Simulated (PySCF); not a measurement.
SMILES C[Si](C)(O)[SiH2][Si](O)(O)O (GFN2-xTB optimised geometry):

```
21

Si    -0.285     1.827     0.000
O     -0.243     2.762    -1.336
O     -1.877     1.710     0.368
O      0.572     2.624     1.133
Si     0.652    -0.262     0.000
Si    -0.163    -1.398     1.858
C      0.763    -1.040     3.493
C     -0.355    -3.298     1.738
O     -1.679    -0.725     1.973
H     -0.895     2.620    -2.015
H     -2.125     1.047     1.012
H      0.524     3.575     1.189
H      2.125    -0.262     0.000
H      0.331    -1.008    -1.239
H      0.265    -1.469     4.361
H      0.840     0.031     3.657
H      1.772    -1.437     3.469
H     -0.978    -3.575     0.892
H     -0.806    -3.726     2.631
H      0.609    -3.776     1.601
H     -2.293    -1.025     2.640
```

Method: CAM-B3LYP/def2-SVP (PySCF 2.14.0).

Q: What are the frontier orbital energies and the dipole moment?

A: HOMO-2 -9.63 eV, HOMO-1 -9.41 eV, HOMO -8.63 eV, LUMO 1.42 eV, LUMO+1 1.56 eV; dipole moment 2.56 D.

On the same geometry PBE/def2-SVP (PySCF 2.14.0) gives HOMO-2 -6.64 eV, HOMO-1 -6.59 eV, HOMO -6.11 eV, LUMO -0.52 eV, LUMO+1 -0.39 eV; dipole moment 2.48 D.

Meta-Löwdin charges at CAM-B3LYP/def2-SVP: Si1 1.24, O2 -0.71, O3 -0.73, O4 -0.72, Si5 0.04, Si6 0.90, C7 -0.55, C8 -0.55, O9 -0.72, H10 0.33, H11 0.33, H12 0.33, H13 -0.08, H14 -0.08, H15 0.10, H16 0.11, H17 0.11, H18 0.11, H19 0.10, H20 0.11, H21 0.33.
